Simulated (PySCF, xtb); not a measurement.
CrCl3, SMILES [Cl][Cr]([Cl])[Cl] (connectivity only; charge and spin as stated), neutral, multiplicity 4.

Harmonic wavenumbers (cm⁻¹) from GFN2-xTB in xtb at its own minimum, in rising order: 112, 112, 134, 338, 462, 463.

**Question.** What does PBE-D3(BJ)/def2-SVP (PySCF) give at its own minimum? (The exact figures need the calculation; the answer reports its results.)

**Answer.** 58, 105, 105, 342, 481, 481. Paired by order, the mean absolute difference is 22 cm⁻¹ and the zero-point energies are 2.3 and 2.2 kcal/mol.
